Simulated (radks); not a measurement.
Values are calculated unless marked as measured or tabulated.
Species: Sn35+. Configuration: [Ne] 3s2 3p3. Code: a radial shooting solver on a logarithmic mesh with Libxc functionals. Model: scalar-relativistic Kohn-Sham, PBE, spin-polarised, spherical densities, finite nucleus; open shells are filled with parallel spins first (spin-orbit coupling, left out, can overturn this in heavy ions); Fermi nuclear charge, rms radius 4.6519 fm.

Normalised radial functions P(r) = r R(r), r in bohr:

| r | 2s down | 2p up | 3s up |
|---|---|---|---|
| 0.002403 | 0.5941 | 0.0238 | 0.2957 |
| 0.003336 | 0.7665 | 0.0424 | 0.3813 |
| 0.00463 | 0.9687 | 0.0756 | 0.4814 |
| 0.006428 | 1.1880 | 0.1338 | 0.5892 |
| 0.008923 | 1.3934 | 0.2339 | 0.6887 |
| 0.01239 | 1.5258 | 0.4014 | 0.7489 |
| 0.0172 | 1.4909 | 0.6692 | 0.7204 |
| 0.02387 | 1.1660 | 1.0701 | 0.5394 |
| 0.03314 | 0.4431 | 1.6136 | 0.1523 |
| 0.046 | -0.6744 | 2.2422 | -0.4239 |
| 0.06386 | -1.9450 | 2.7851 | -1.0132 |
| 0.08864 | -2.8569 | 2.9664 | -1.2371 |
| 0.1231 | -2.8861 | 2.5617 | -0.6819 |
| 0.1708 | -2.0111 | 1.6623 | 0.6295 |
| 0.2371 | -0.8954 | 0.7313 | 1.8664 |
| 0.3266 | -0.2322 | 0.1961 | 1.9914 |
| 0.4533 | -0.0269 | 0.0245 | 1.0928 |
| 0.6293 | -0.0011 | 0.0011 | 0.2836 |
| 0.8736 | 0.0000 | 0.0000 | 0.0280 |

2s down: eigenvalue -6291.6 eV, 1 radial node at r = 0.0382 bohr, <r> = 0.124 bohr, 90 % of the charge inside 0.191 bohr. 2p up: eigenvalue -5868.0 eV, 0 radial nodes, <r> = 0.108 bohr, 90 % of the charge inside 0.175 bohr. 3s up: eigenvalue -2434.4 eV, 2 radial nodes at r = 0.0365, 0.148 bohr, <r> = 0.303 bohr, 90 % of the charge inside 0.439 bohr.
